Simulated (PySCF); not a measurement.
## Working out the ionisation energy of Ge

Ge [Ar] 3d10 4s2 4p2 (3P) → Ge⁺ [Ar] 3d10 4s2 4p1 (2P). Computed with PySCF 2.14 in pcseg-2 (6s5p3d1f, 43 functions), with the non-relativistic Hamiltonian (point nucleus). Frozen: [Ar] 3d10. Energies in hartree (1 hartree = 27.21139 eV):

| part | Ge (lower) | Ge⁺ (upper) |
| --- | --- | --- |
| UHF | -2075.332888 | -2075.059162 |
| CCSD correlation | -0.064617 | -0.051050 |
| (T) | -0.001769 | -0.000784 |

What does Hartree-Fock give?

(-2075.059162) − (-2075.332888) = 0.273726 hartree = 7.448 eV.

What do CCSD and CCSD(T) give?

The CCSD correlation energies differ by 0.013567 hartree = 0.369 eV and the triples by 0.000985 hartree = 0.027 eV, so CCSD gives 7.817 eV and CCSD(T) 7.844 eV.

Measured between the centres of the two terms (NIST): 7.925 eV, so CCSD(T) (valence) is off by -0.081 eV.

The calculation is non-relativistic.

What remains against the reference includes basis incompleteness, the frozen core and higher excitations.
